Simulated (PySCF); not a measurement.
**Spin-rotation constants: `C=CCOB(O)C=C`, C₅H₉BO₂**

Molfile (atoms numbered from 1):
```
C5H9BO2
     RDKit          3D

 17 16  0  0  0  0  0  0  0  0999 V2000
    2.8240   -0.8789    0.4350 C   0  0  0  0  0  0  0  0  0  0  0  0
    2.6218    0.3318   -0.0472 C   0  0  0  0  0  0  0  0  0  0  0  0
    1.2901    0.8704   -0.4786 C   0  0  0  0  0  0  0  0  0  0  0  0
    0.2492   -0.0592   -0.2762 O   0  0  0  0  0  0  0  0  0  0  0  0
   -0.9467    0.2735    0.2454 B   0  0  0  0  0  0  0  0  0  0  0  0
   -1.2103    1.5685    0.5896 O   0  0  0  0  0  0  0  0  0  0  0  0
   -1.9870   -0.9000    0.4257 C   0  0  0  0  0  0  0  0  0  0  0  0
   -3.2287   -0.7656    0.8735 C   0  0  0  0  0  0  0  0  0  0  0  0
    2.0065   -1.5700    0.5478 H   0  0  0  0  0  0  0  0  0  0  0  0
    3.8013   -1.2205    0.7292 H   0  0  0  0  0  0  0  0  0  0  0  0
    3.4349    1.0358   -0.1672 H   0  0  0  0  0  0  0  0  0  0  0  0
    1.0773    1.8018    0.0614 H   0  0  0  0  0  0  0  0  0  0  0  0
    1.3318    1.1097   -1.5516 H   0  0  0  0  0  0  0  0  0  0  0  0
   -2.0800    1.7129    0.9580 H   0  0  0  0  0  0  0  0  0  0  0  0
   -1.6481   -1.8924    0.1578 H   0  0  0  0  0  0  0  0  0  0  0  0
   -3.9042   -1.5998    0.9824 H   0  0  0  0  0  0  0  0  0  0  0  0
   -3.6392    0.1941    1.1545 H   0  0  0  0  0  0  0  0  0  0  0  0
  1  2  2  0
  2  3  1  0
  3  4  1  0
  4  5  1  0
  5  6  1  0
  5  7  1  0
  7  8  2  0
  1  9  1  0
  1 10  1  0
  2 11  1  0
  3 12  1  0
  3 13  1  0
  6 14  1  0
  7 15  1  0
  8 16  1  0
  8 17  1  0
M  END
```

Method: PySCF 2.14.0, GIAO wB97X-D/pcSseg-1 magnetisability, rotational g tensor and spin-rotation constants, non-relativistic, gas phase. Geometry: GFN2-xTB.

(1) Give the nuclear spin-rotation constants along the inertial axes (H = +C I·J) beside the isotropic shieldings.

(2) How do the rotational constants and the g tensor change when H9, H10, H11, H12, H13, H14, H15, H16, H17 are replaced by deuterium?

Results:

(1) Rotational constants 4.5835, 1.0148, 0.8750 GHz. A star marks the isotopologue with that one atom substituted, in its own axes.
```tsv
atom	isotope	Caa (kHz)	Cbb (kHz)	Ccc (kHz)	mean (kHz)	σ (ppm)
B5	11B	1.246	0.266	0.175	0.562	77.4
H9	1H	0.119	-0.027	-0.097	-0.002	25.8
H10	1H	0.204	-0.076	-0.079	0.016	26.3
H11	1H	0.159	-0.037	-0.098	0.008	25.7
H12	1H	-0.400	0.007	-0.040	-0.144	26.5
H13	1H	-0.434	-0.086	0.034	-0.162	27.3
H14	1H	0.135	-0.105	-0.098	-0.023	27.2
H15	1H	-0.407	0.078	-0.082	-0.137	25.4
H16	1H	-0.082	0.014	-0.095	-0.054	25.6
H17	1H	-0.339	0.052	-0.086	-0.124	26.0
C1	13C*	2.050	0.297	0.126	0.824	67.1
C2	13C*	2.277	0.328	0.158	0.921	42.7
C3	13C*	0.902	0.223	0.196	0.441	120.6
O4	17O*	-0.728	-0.205	-0.054	-0.329	225.5
O6	17O*	-1.001	-0.110	-0.051	-0.388	238.6
C7	13C*	1.624	0.498	0.136	0.753	42.7
C8	13C*	1.491	0.491	0.139	0.707	48.0
```
For the geometry as given, no vibrational averaging.

(2) Constants 3.7928, 0.8823, 0.7571 GHz; g -0.0447, -0.0081, 0.0015, against -0.0540, -0.0094, 0.0018 before.
